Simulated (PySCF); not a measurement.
`CC=C=C(C)C#N`, C$_{6}$H$_{7}$N

Cartesian coordinates in Å; atom numbers follow the order of the lines, from 1:
```xyz
14

C     2.256   -0.360    0.366
C     1.090   -0.405   -0.576
C    -0.146   -0.117   -0.269
C    -1.396    0.173    0.049
C    -2.396   -0.839    0.550
C    -1.844    1.531   -0.089
N    -2.240    2.617   -0.187
H     2.741   -1.348    0.427
H     1.949   -0.057    1.375
H     3.014    0.351    0.002
H     1.294   -0.699   -1.615
H    -2.763   -0.557    1.549
H    -1.936   -1.834    0.609
H    -3.266   -0.888   -0.123
```

Level of theory: TDDFT CAM-B3LYP/def2-TZVPD excited states, vertical, gas phase in PySCF. Geometry: PBE0-D3(BJ)/def2-SVP.

Task: Give the one- and two-photon strengths of the lowest singlets.

Result: δ for parallel linear polarisation; σ at the peak of a Lorentzian of half width 0.1 eV, single beam; Ω is circular over linear.
| state | E (eV) | f | photon λ (nm) | δ (au) | σ (GM) | Ω | main |
| --- | --- | --- | --- | --- | --- | --- | --- |
| S1 | 5.33 | 0.000 | 465 | <0.1 | 0.00 | – | HOMO−1→LUMO 0.88 |
| S2 | 5.80 | 0.000 | 427 | 0.26 | 0.00 | 1.04 | HOMO→LUMO+1 0.49, HOMO→LUMO+2 0.35 |
| S3 | 6.21 | 0.399 | 399 | 35.1 | 0.49 | 0.49 | HOMO→LUMO 0.88 |
| S4 | 6.84 | 0.001 | 363 | 9.31 | 0.16 | 0.56 | HOMO−2→LUMO 0.60, HOMO→LUMO+1 0.09 |
| S5 | 6.87 | 0.002 | 361 | 32.8 | 0.57 | 0.50 | HOMO→LUMO+2 0.36, HOMO→LUMO+1 0.29 |
| S6 | 7.12 | 0.076 | 348 | 22.2 | 0.41 | 0.46 | HOMO−1→LUMO+1 0.61, HOMO−1→LUMO+2 0.23 |

Among these, the strongest one-photon state is S3, the strongest two-photon state S5, with a dipole change of 1.9 D (relaxed, norm of the difference vector).
